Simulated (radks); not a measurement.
Ionisation of neutral sulfur, [Ne] 3s2 3p4, to [Ne] 3s2 3p3 as the strength of local exchange is varied. Calculated with a radial shooting solver on a logarithmic mesh with Libxc functionals: Dirac Kohn-Sham, Slater X-alpha exchange (alpha = 2/3 is LDA exchange), no correlation, spin-unpolarised, spherical densities, finite nucleus; open shells fill j = l - 1/2 first; Fermi nuclear charge, rms radius 3.2611 fm.

alpha  E(S) (hartree)  exchange (hartree)  IE (eV)  -e of the level emptied (eV)  <r> of it (bohr)
0.667      -396.61628           -22.96346   10.579                 5.909 (3p3/2)             2.108
0.766      -400.03720           -26.56593   11.691                 6.881 (3p3/2)             2.048
0.785      -400.69661           -27.26301   11.910                 7.074 (3p3/2)             2.037
0.794      -401.00928           -27.59384   12.015                 7.166 (3p3/2)             2.032
0.841      -402.64549           -29.32818   12.568                 7.656 (3p3/2)             2.006
0.968      -407.09493           -34.07051   14.117                 9.042 (3p3/2)             1.940
0.976      -407.37659           -34.37197   14.217                 9.132 (3p3/2)             1.936
1.029      -409.24667           -36.37730   14.889                 9.740 (3p3/2)             1.911

NIST Atomic Spectra Database: 10.360 eV (measured). The central value is not met in this range of alpha. Spin polarisation and multiplet splitting are left out, so open shells lie too high by an amount that depends on their filling.

Beside tabulated values, note that spin-unpolarised runs miss the spin-polarisation part of the exchange energy of open shells.
